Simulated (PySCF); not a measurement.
## Working out the electron affinity of Cs

Cs- [Xe] 6s2 (1S) → Cs [Xe] 6s1 (2S). Calculation: PySCF 2.14, in x2c-TZVPPall with one added diffuse shell each of s, p, d type (12s8p7d2f1g, 94 functions); scalar relativity by spin-free X2C-1e. Frozen: [Kr] 4d10. Energies in hartree (1 hartree = 27.21139 eV):

```csv
part,Cs- (lower),Cs (upper)
UHF,-7783.061895,-7783.064980
CCSD correlation,-0.190144,-0.171760
(T),-0.006925,-0.005333
```

**Question.** What does Hartree-Fock give?

**Answer.** (-7783.064980) − (-7783.061895) = -0.003085 hartree = -0.084 eV.

**Question.** What do CCSD and CCSD(T) give?

**Answer.** The CCSD correlation energies differ by 0.018384 hartree = 0.500 eV and the triples by 0.001592 hartree = 0.043 eV, so CCSD gives 0.416 eV and CCSD(T) 0.459 eV.

A first-order spin-orbit estimate adds 0.000 eV to CCSD(T) (valence and next inner shell), giving 0.459 eV against 0.472 eV (measured; photodetachment measurements, as compiled on the Wikipedia data page of electron affinities).

The coupled-cluster amplitudes are large, so a single reference is strained.

What remains against the reference includes basis incompleteness, the frozen core and higher excitations.
